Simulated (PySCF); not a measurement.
Isomers C₅H₉N₃OSi:

A. SMILES N1=CN=C(CC)C(O[SiH3])=N1
B. SMILES Cc1ncnnc1CO[SiH3]
C. SMILES n1n(C)nc(C(C)=O)c1[SiH3]
D. `InChI=1S/C5H9N3OSi/c1-4-5(9-10-2)8-7-3-6-4/h3H,10H2,1-2H3`
E. `c1(C)ncnnc1OC[SiH3]`

Spectrum 1. $^{1}$H NMR (500 MHz, computed): δ 9.38 (s, 1H), 4.43 (m, 3H), 4.34 (m, 2H), 2.63 (s, 3H). $^{13}$C{$^{1}$H} NMR (computed): δ 169.4 (C), 158.0 (C), 156.7 (CH), 58.5 (CH2), 22.4 (CH3).

Spectrum 2. $^{1}$H NMR (500 MHz, computed): δ 9.50 (s, 1H), 5.36 (q, 2H), 2.69 (s, 3H), 0.71 (t, 3H). $^{13}$C{$^{1}$H} NMR (computed): δ 169.6 (C), 158.3 (CH), 156.5 (C), 22.9 (CH3), -2.3 (CH3).

Spectrum 3. $^{1}$H NMR (500 MHz, computed): δ 4.61 (s, 3H), 4.37 (s, 3H), 2.72 (s, 3H). $^{13}$C{$^{1}$H} NMR (computed): δ 199.3 (C), 158.6 (C), 152.6 (C), 41.7 (CH3), 29.1 (CH3).

Spectrum 4. $^{1}$H NMR (500 MHz, computed): δ 9.55 (s, 1H), 5.21 (s, 3H), 3.00 (q, 2H), 1.36 (t, 3H). $^{13}$C{$^{1}$H} NMR (computed): δ 168.7 (C), 161.1 (C), 158.7 (CH), 32.1 (CH2), 15.0 (CH3).

Spectrum 5. $^{1}$H NMR (500 MHz, computed): δ 9.87 (s, 1H), 5.49 (s, 2H), 4.53 (s, 3H), 2.96 (s, 3H). $^{13}$C{$^{1}$H} NMR (computed): δ 165.9 (C), 164.3 (C), 163.4 (CH), 71.2 (CH2), 23.5 (CH3).

- PBE0/pcSseg-1 with gauge-including orbitals
- geometry from GFN2-xTB
- run in PySCF
- one conformer, relativity neglected, in vacuum, fast rotation and ring inversion assumed for equivalent nuclei

Referencing at the same level of theory: $^{1}$H and $^{13}$C vs TMS. Where no couplings were computed, multiplicities follow the n + 1 count of equivalent neighbours, and m marks all less simple cases (inequivalent or close neighbours, rings, F or P nearby). Shifts are as computed. Against solution values, carbons near 30 ppm lie about +3 ppm off and those near 130 ppm about +5 ppm. Of 1211 compounds with measured shifts, 218 miss one by over three times the rms of a fit or turn the order of signals round; such compounds aren't used in these exercises.

Problem. Match each spectrum to its structure.

Solution. 1–E, 2–D, 3–C, 4–A, 5–B.

- Spectrum 1 (E): 5 $^{13}$C signals; δC 169.4 is an aromatic carbon bearing oxygen; δC 58.5 is an sp3 CH2 bonded to O and Si.
- Spectrum 2 (D): 5 $^{13}$C signals; δC 169.6 is an aromatic carbon bearing oxygen; δC 22.9 is a methyl carbon on an aromatic ring.
- Spectrum 3 (C): 5 $^{13}$C signals; δC 199.3 is a ketone carbonyl carbon; δC 41.7 is a methyl carbon bonded to N.
- Spectrum 4 (A): 5 $^{13}$C signals; δC 168.7 is an aromatic carbon bearing oxygen; δC 32.1 is an sp3 CH2 on an aromatic ring.
- Spectrum 5 (B): 5 $^{13}$C signals; δC 71.2 is an sp3 CH2 bonded to O, on an aromatic ring; δC 23.5 is a methyl carbon on an aromatic ring.
